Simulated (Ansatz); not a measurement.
C2H8BN⁺, that is BMe2(NH2) with one electron fewer. The state is a doublet with charge 1. Geometry PBE0-D4/def2-SVP, that of the neutral singlet.

```xyz
12

B     0.129   -0.024   -0.145
C    -0.654   -1.275    0.431
H    -0.383   -2.235   -0.037
H    -1.742   -1.134    0.304
H    -0.489   -1.369    1.518
C    -0.117    1.421    0.453
H     0.466    2.220   -0.035
H     0.127    1.436    1.530
H    -1.185    1.691    0.384
N     1.042   -0.198   -1.192
H     1.242   -1.098   -1.609
H     1.565    0.564   -1.603
```

At PBE-D4/def2-TZVP the gap within one spin of the charge 1 doublet nearly closes, so an electron or hole may be smeared out by delocalisation error.

Problem. Estimate the α-spin orbital energies around the gap (eV) in Ansatz with PBE-D4/def2-TZVP, r2SCAN-D4/def2-TZVP, PBE0-D4/def2-TZVP.

Solution. 
| orbital | PBE-D4/def2-TZVP | r2SCAN-D4/def2-TZVP | PBE0-D4/def2-TZVP |
| --- | --- | --- | --- |
| HOMO−5 | -15.82 | -16.31 | -17.32 |
| HOMO−4 | -14.91 | -15.15 | -16.36 |
| HOMO−3 | -14.76 | -15.04 | -16.08 |
| HOMO−2 | -14.54 | -14.99 | -15.90 |
| HOMO−1 | -14.26 | -14.78 | -15.75 |
| HOMO | -13.82 | -13.95 | -14.70 |
| LUMO | -6.50 | -6.08 | -5.48 |
| LUMO+1 | -4.98 | -4.27 | -4.47 |
| LUMO+2 | -3.66 | -2.86 | -3.08 |
| LUMO+3 | -3.64 | -2.77 | -2.88 |
| LUMO+4 | -2.93 | -2.18 | -1.86 |
| LUMO+5 | -2.77 | -1.83 | -1.85 |
| β HOMO | -13.33 | -13.41 | -14.33 |
| β LUMO | -13.24 | -13.16 | -12.50 |
